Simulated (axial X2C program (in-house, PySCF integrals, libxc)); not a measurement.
Which molecule has these constants?

Computed with an in-house relativistic program for diatomic molecules, spin-free (one-electron X2C) or two-component (2c: spin–orbit coupling with atomic mean-field Coulomb and Gaunt terms, which also bring small scalar terms), in Dyall basis sets with cores contracted in-house; open shells are unrestricted.

A two-component PBE0 calculation in a Dyall 3-zeta basis gave Re = 2.361 Å, ωe = 321.2 cm⁻¹, De = 1.91 eV, dipole magnitude 2.66 D, Ω = 3.

**Question.** Which molecule is it?
A. CrSi
B. WSi
C. MoSi

**Answer.** C. The others have WSi 2.307 Å and 390.1 cm⁻¹ (Ω = 3); CrSi 2.526 Å and 272.4 cm⁻¹ (Ω = 4).

Each entry is the lowest single determinant of a limited PBE0 search at one distance. De goes to single-determinant-based atoms at the same level (for ions the charge split of lowest energy) and is withheld (n/a) where an atom does not fit its ground term or J level. Main or longest-lived isotopes. One determinant is a doubtful description, or other states lie close, for MoSi, WSi, CrSi; these need not be ground states, and all values refer to the states named. Some open-shell Ω = 0 determinants are out of reach, so the Ω given for MoSi, WSi, CrSi need not be the lowest component. With several unpaired electrons the Ω given is that of one determinant, not necessarily of the lowest component. Some light 2c atoms are not at their ground J level, so De misses part of their lowering (0.04 eV or less). The functionals have no current term, which raises determinants with orbital currents.
